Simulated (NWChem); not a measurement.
# Lowest excitation of thionyl fluoride (F2OS)

```
S
O 1 1.4371
F 1 1.6164 2 106.71
F 1 1.6164 2 106.71 3 98.06
```
Charge 0, spin multiplicity 1.

All runs are NWChem calculations. Structure: optimised with PBE0/def2-SVP, a minimum by its harmonic frequencies.

Basis set: 6-31+G*.

Costs are rough ratios of processor time within this set of runs, SCF included, with TD-PBE as 1.

The correlated methods keep 8 core orbitals frozen. B3LYP has NWChem's definition, with VWN1-RPA local correlation. GW and range-separated runs recompute their integrals, the others keep them in memory, which bears on the times. The Pople sets run with spherical d functions. Coupled-cluster values serve here as a point of comparison, not as the truth.

| method | lowest vertical singlet excitation energy (eV) | relative cost |
|---|---|---|
| TD-B3LYP | 6.35 | under 3 |
| CIS | 7.40 | under 3 |
| TD-PBE | (withheld) | 1 |
| EOM-CCSD | 6.68 | under 3 |
| TDA-CAM-B3LYP | (withheld) | 4 |

Problem. Some entries are withheld; supply them.

Solution. 
- TD-PBE, lowest vertical singlet excitation energy (eV): 6.21
- TDA-CAM-B3LYP, lowest vertical singlet excitation energy (eV): 6.53
